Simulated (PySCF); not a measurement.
PySCF job for C2Cl2F2, SMILES F/C(Cl)=C(/F)Cl, PBE-D3(BJ)/def2-SVP. Geometry optimised at PBE-D3(BJ)/def2-SVP.

```python
import numpy as np
from pyscf import gto, scf, dft, df
from pyscf.hessian import thermo

mol = gto.M(
    atom='''
    F     1.72360623   -0.44895729    0.00000000
    C     0.39727439   -0.54754335    0.00000000
    Cl   -0.22640401   -2.14857443    0.00000000
    C    -0.39727439    0.54754335    0.00000000
    F    -1.72360623    0.44895729    0.00000000
    Cl    0.22640401    2.14857443    0.00000000
    ''',
    basis='def2-SVP',
    charge=0,
    spin=0,
    max_memory=1600,
    verbose=3,
)
mf = dft.RKS(mol, xc='pbe').density_fit(auxbasis='def2-universal-jkfit')
mf.disp = 'd3bj'
mf.grids.level = 3
mf.conv_tol = 1e-11
mf.max_cycle = 100
mf.kernel()

# analytic Hessian; the response equations are solved on a coarser grid
h, args, fine = mf.Hessian(), (mf.mo_energy, mf.mo_coeff, mf.mo_occ), mf.grids
h.max_memory = max(150, 2.5e-5 * df.make_auxmol(mol, mf.with_df.auxbasis).nao * mol.nelec[0] * (mol.nelec[0] + mol.nao))  # MB; small integral blocks
h1ao = h.make_h1(mf.mo_coeff, mf.mo_occ)
mf.grids = dft.Grids(mol).set(level=1).build(with_non0tab=True)
mo1, mo_e1 = h.solve_mo1(*args, h1ao)
mf.grids = fine
hess = h.hess_elec(*args, mo1, mo_e1, h1ao) + h.hess_nuc()
if mf.do_disp():
    hess += h.get_dispersion()
for i in range(mol.natm):  # the analytic DFT Hessian lacks the response of the grid: restore translational invariance
    hess[i, i] -= hess[i].sum(axis=0)
hess = (hess + hess.transpose(1, 0, 3, 2)) / 2
vib = thermo.harmonic_analysis(mol, hess, imaginary_freq=False)
thermo.dump_normal_mode(mol, vib)
th = thermo.thermo(mf, vib['freq_au'][vib['freq_au'] > 0], 298.15, 101325)
thermo.dump_thermo(mol, th)
g0 = mf.nuc_grad_method().set(verbose=0).kernel()

# dipole derivatives [dipole axis, atom, xyz] from the same response
r, irp = mol.intor('int1e_r'), mol.intor('int1e_irp').reshape(3, 3, mol.nao, mol.nao)
sl, dm0, ok = mol.aoslice_by_atom(), np.array(mf.make_rdm1()), []
dmu = np.einsum('a,xt->xat', mol.atom_charges(), np.eye(3))
for a, (_, _, p0, p1) in enumerate(sl):
    dmu[:, a] += 2 * np.einsum('xtij,ij->xt', irp[:, :, :, p0:p1], dm0.reshape(-1, mol.nao, mol.nao).sum(0)[:, p0:p1])
    for u, c, occ, f in [(mo1, mf.mo_coeff, mf.mo_occ, 4)]:
        dmu[:, a] -= f * np.einsum('tui,xuv,vi->xt', u[a], r, c[:, occ > 0], optimize=True)
L = vib['norm_mode']
ir = 974.8801 * (np.einsum('xat,kat->kx', dmu, L) ** 2).sum(1)       # km/mol
apt = np.einsum('xax->a', dmu) / 3
print('mode   freq/cm-1   IR/(km/mol)')
for k, w in enumerate(vib['freq_wavenumber']):
    print(f'{k + 1:4d} {w:11.2f} {ir[k]:13.3f}')
print('max |gradient| / (hartree/bohr):', abs(g0).max())
print('APT charges:', apt.round(4))
```

Program output:

```
converged SCF energy = -1195.10322775536

WARN: DFTD3 does not support analytical Hessian, using finite difference


WARN: Mole.unit (angstrom) is changed to Bohr

Mode                                 0                   1                   2
Irrep
Freq [cm^-1]                      128.6760            169.5043            283.5625
Reduced mass [au]                  22.6491             21.8064             24.2962
Force const [Dyne/A]                0.2210              0.3691              1.1510
Char temp [K]                     185.1362            243.8789            407.9833
Normal mode                   x     y     z       x     y     z       x     y     z
       0   F                -0.00  0.00  0.11    0.07 -0.08  0.00   -0.02 -0.11 -0.00
       1   C                -0.00  0.00  0.06    0.07 -0.00  0.00   -0.02 -0.03  0.00
       2  Cl                 0.00 -0.00 -0.08   -0.06  0.05 -0.00    0.05 -0.07 -0.00
       3   C                -0.00 -0.00  0.06    0.07 -0.00  0.00    0.02  0.03  0.00
       4   F                -0.00  0.00  0.11    0.07 -0.08  0.00    0.02  0.11 -0.00
       5  Cl                 0.00 -0.00 -0.08   -0.06  0.05 -0.00   -0.05  0.07 -0.00
Mode                                 3                   4                   5
Irrep
Freq [cm^-1]                      350.9651            414.2542            418.1831
Reduced mass [au]                  13.3673             26.5907             20.6984
Force const [Dyne/A]                0.9701              2.6885              2.1326
Char temp [K]                     504.9607            596.0195            601.6723
Normal mode                   x     y     z       x     y     z       x     y     z
       0   F                -0.00 -0.00 -0.08   -0.04  0.09 -0.00   -0.06 -0.11  0.00
       1   C                -0.00  0.00  0.18   -0.02 -0.02  0.00   -0.06  0.04 -0.00
       2  Cl                 0.00  0.00 -0.02   -0.04 -0.09 -0.00    0.05  0.04 -0.00
       3   C                -0.00  0.00  0.18    0.02  0.02  0.00   -0.06  0.04 -0.00
       4   F                -0.00 -0.00 -0.08    0.04 -0.09 -0.00   -0.06 -0.11  0.00
       5  Cl                 0.00 -0.00 -0.02    0.04  0.09 -0.00    0.05  0.04  0.00
Mode                                 6                   7                   8
Irrep
Freq [cm^-1]                      507.5140            630.3999            863.3208
Reduced mass [au]                  12.2954             18.4838             13.9709
Force const [Dyne/A]                1.8659              4.3279              6.1351
Char temp [K]                     730.1996            907.0051           1242.1264
Normal mode                   x     y     z       x     y     z       x     y     z
       0   F                -0.00  0.00 -0.03   -0.14  0.01  0.00    0.02 -0.02 -0.00
       1   C                 0.00 -0.00  0.20   -0.08 -0.02 -0.00   -0.00  0.18 -0.00
       2  Cl                -0.00 -0.00 -0.01    0.02  0.03 -0.00   -0.01 -0.05  0.00
       3   C                 0.00 -0.00 -0.20    0.08  0.02  0.00   -0.00  0.18 -0.00
       4   F                 0.00 -0.00  0.03    0.14 -0.01  0.00    0.02 -0.02 -0.00
       5  Cl                 0.00  0.00  0.01   -0.02 -0.03 -0.00   -0.01 -0.05  0.00
Mode                                 9                  10                  11
Irrep
Freq [cm^-1]                     1183.4468           1230.9177           1721.7330
Reduced mass [au]                  12.9388             13.8553             12.1706
Force const [Dyne/A]               10.6768             12.3687             21.2567
Char temp [K]                    1702.7165           1771.0165           2477.1905
Normal mode                   x     y     z       x     y     z       x     y     z
       0   F                -0.07 -0.02 -0.00   -0.10 -0.00  0.00    0.03 -0.00 -0.00
       1   C                 0.12  0.14  0.00    0.16  0.02  0.00   -0.14  0.15  0.00
       2  Cl                -0.01 -0.01  0.00   -0.00 -0.01 -0.00   -0.00 -0.01  0.00
       3   C                -0.12 -0.14  0.00    0.16  0.02 -0.00    0.14 -0.15  0.00
       4   F                 0.07  0.02 -0.00   -0.10 -0.00  0.00   -0.03  0.00 -0.00
       5  Cl                 0.01  0.01 -0.00   -0.00 -0.01 -0.00    0.00  0.01  0.00
temperature 298.1500 [K]
pressure 101325.00 [Pa]
Rotational constants [GHz] 4.20074 1.47702 1.09279
Symmetry number 2
Zero-point energy (ZPE) 0.01800 [Eh]   47267.311 [J/mol]
                           tot       elec      trans        rot        vib
Entropy [J/mol/K]       328.936      0.000    169.729    112.442     46.765
Cv [J/mol/K]             79.924      0.000     12.472     12.472     54.981
Cp [J/mol/K]             88.239      0.000     20.786     12.472     54.981
Internal energy [J/mol]                      3718.434   3718.434  55510.437
Internal energy [Eh]   -1195.07925  -1195.10323
Enthalpy [J/mol]                             6197.391   3718.434  55510.437
Enthalpy [Eh]          -1195.07831
Gibbs free energy [J/mol]                  -44407.348 -29806.156  41567.477
Gibbs free energy [Eh] -1195.11566
mode   freq/cm-1   IR/(km/mol)
   1      128.68         0.188
   2      169.50         1.870
   3      283.56         0.000
   4      350.97         0.052
   5      414.25         0.000
   6      418.18         1.102
   7      507.51         0.000
   8      630.40         0.000
   9      863.32       191.539
  10     1183.45         0.000
  11     1230.92       311.367
  12     1721.73         0.000
max |gradient| / (hartree/bohr): 2.6327230245483534e-05
APT charges: [-0.4379  0.6928 -0.255   0.6928 -0.4379 -0.255 ]
```

The calculation finished and met its thresholds.

Cost: very roughly 40 core-seconds.
